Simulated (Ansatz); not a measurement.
C4H8Sn can be A, `CC1=C[CH]1[SnH3]`, or B, `C#C[CH](C)[SnH3]`.

Computed with Ansatz on PBE0-D4/def2-TZVP structures; ΔE is electronic, products minus reactants. CCSD(T)/CBS is the MP2 limit (def2-TZVPP, def2-QZVPP) plus CCSD(T) − MP2 in def2-TZVPP, frozen cores. DFT in def2-TZVPP. B3LYP here is the variant with VWN-RPA as its local correlation; programs differ in this. def2 core potentials past Kr. For Sn outer-core shells are correlated without core-valence functions, which leaves a few kJ/mol of doubt a bond.

A:

```xyz
13

C     1.458   -1.436   -0.596
C     0.310   -0.555   -0.820
C    -0.851   -0.291   -1.311
C    -0.240    0.802   -0.476
Sn   -0.955    1.259    1.498
H     1.327   -2.401   -1.089
H     2.375   -0.970   -0.967
H     1.599   -1.603    0.476
H    -1.716   -0.582   -1.881
H     0.182    1.667   -0.996
H     0.227    2.067    2.439
H    -1.366   -0.213    2.273
H    -2.348    2.256    1.451
```

B:

```xyz
13

C    -0.136    2.382    1.012
C     0.211    1.340    0.519
C     0.581    0.077   -0.069
C     0.821   -1.021    0.967
Sn   -0.995   -0.483   -1.464
H    -0.433    3.306    1.447
H     1.476    0.214   -0.683
H     1.624   -0.737    1.652
H     1.104   -1.959    0.483
H    -0.074   -1.202    1.565
H    -0.551   -1.951   -2.225
H    -2.432   -0.707   -0.573
H    -1.195    0.743   -2.632
```

(1) Which isomer does CCSD(T)/CBS put lower? Give the gap. (Best estimate.)

(2) Give E(B) − E(A) in kcal/mol with PBE0-D4, B3LYP-D4, CCSD(T)/def2-TZVPP, PBE-D4, MP2/def2-TZVPP, B2PLYP, B3LYP. (Best estimate.)

Largest T1 diagnostic: 0.012.

Results:

(1) Ansatz gave: B, by 19.1 kcal/mol.

(2) Computed: PBE0-D4 -13.0, B3LYP-D4 -17.8, CCSD(T)/def2-TZVPP -19.2, PBE-D4 -12.9, MP2/def2-TZVPP -19.4, B2PLYP -18.9, B3LYP -17.4. None reverses the order clearly.

In def2-TZVPP, CCSD(T) changes the Hartree–Fock value by +2.0 kcal/mol (the triples alone add +0.2 kcal/mol) and MP2 by +1.8 kcal/mol.
